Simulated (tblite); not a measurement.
Species: C₂H₁₁GeNSi.
Structure used (GFN2-xTB), in Å, numbered top down from 1:
```xyz
16
C2H11GeNSi angstrom
C     -1.952    0.483    0.240
C     -1.140   -0.232    1.310
Ge     0.759   -0.566    0.725
N      0.871   -1.858   -0.570
Si     1.878    1.328   -0.086
H     -1.491    1.436   -0.017
H     -2.008   -0.120   -0.666
H     -2.969    0.677    0.579
H     -1.127    0.368    2.220
H     -1.617   -1.180    1.566
H      1.424   -1.284    1.897
H      0.436   -2.746   -0.360
H      0.583   -1.588   -1.500
H      3.331    1.193   -0.006
H      1.492    2.517    0.678
H      1.522    1.580   -1.486
```

Computed values, GFN2-xTB/tblite, gas phase, harmonic and unscaled. Errors from tens to a few hundred cm⁻¹ against measured bands are possible. Modes of hydrogen on germanium and silicon can be 10 to 20 % off. One conformer, not necessarily the lowest.

Harmonic wavenumbers (cm⁻¹): 39.0, 50.7, 88.8, 122.0, 153.2, 193.7, 231.0, 257.2, 361.6, 453.0, 464.8, 510.1, 529.3, 603.7, 644.5, 678.4, 701.8, 779.4, 789.9, 791.2, 817.2, 951.5, 1000.8, 1068.2, 1233.8, 1248.5, 1416.4, 1474.7, 1504.2, 1510.4, 1513.5, 1816.9, 2227.2, 2240.2, 2270.8, 2948.5, 2975.1, 2996.2, 2996.9, 3008.6, 3419.1, 3443.0.

A = 2765, B = 1883, C = 1408 MHz; mass 150.987 u (most abundant isotopes); point group C1, symmetry number 1.

Q: Zero-point energy?

A: Half the sum of the wavenumbers: 26262 cm⁻¹ = 314.17 kJ/mol.

Q: Entropy at 298.15 K, 1 bar (ideal gas, RRHO, classical rotation)?

A: Translation 171.43, rotation 117.88, vibration 133.18: S = 422.5 J/(mol K).

Q: And Cp and H(298.15 K) − H(0)?

A: Cp = 158.78 J/(mol K), of which vibrations give 125.53 (their classical limit is 42 R = 349.2); H(298.15 K) − H(0) = 29.97 kJ/mol without the zero-point energy, 20.05 from vibrations.

Q: How do the functions run with temperature in this model?

A: 
| T (K) | S (J/(mol K)) | Cp (J/(mol K)) | H − H(0) (kJ/mol) | G − H(0) (kJ/mol) | ln q(vib) |
| --- | --- | --- | --- | --- | --- |
| 100 | 297.0 | 82.8 | 5.84 | -23.86 | 2.27 |
| 200 | 366.6 | 122.6 | 16.11 | -57.21 | 5.21 |
| 300 | 423.5 | 159.4 | 30.26 | -96.78 | 7.98 |
| 500 | 518.8 | 214.9 | 68.07 | -191.35 | 13.16 |
| 800 | 632.4 | 268.3 | 141.20 | -364.74 | 20.09 |
| 1000 | 695.0 | 292.6 | 197.40 | -497.62 | 24.21 |

q(vib) and H(0) count from the zero-point level.

Q: What must be added to the electronic energy to get the Gibbs energy at 298.15 K and 1 bar?

A: ZPE + [H(298.15 K) − H(0)] − T·S = 314.17 + 29.97 − 125.96 = 218.18 kJ/mol.

Hindered rotation and anharmonicity are outside this model. Other conformers, if any are populated, would add a mixing term that is left out. The structure is chiral; the term R ln 2 for an equal mix with its mirror image is left out.
